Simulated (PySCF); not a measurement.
Vertical excitations of a molecule C₃H₆BFO₂ from TDA-PBE/def2-SVPD (PySCF 2.14.0), as energy in eV (oscillator strength): 2.96 (0.001), 4.87 (0.038), 5.68 (0.004), 5.79 (0.049), 5.95 (0.000), 6.11 (0.000), 6.20 (0.008), 6.50 (0.002), 6.64 (0.004), 6.71 (0.001). Lowest triplet (TDA): 2.26 eV. Coordinates come from a r2SCAN-D4/def2-SVP optimisation. The values are those of a single conformer.

Question: Which molecule gave these data?
(A) OC[C@H]1OCB1F
(B) CCC(=O)B(O)F
(C) FB1CCOCO1
(D) O=CCCB(O)F

Answer: B, CCC(=O)B(O)F
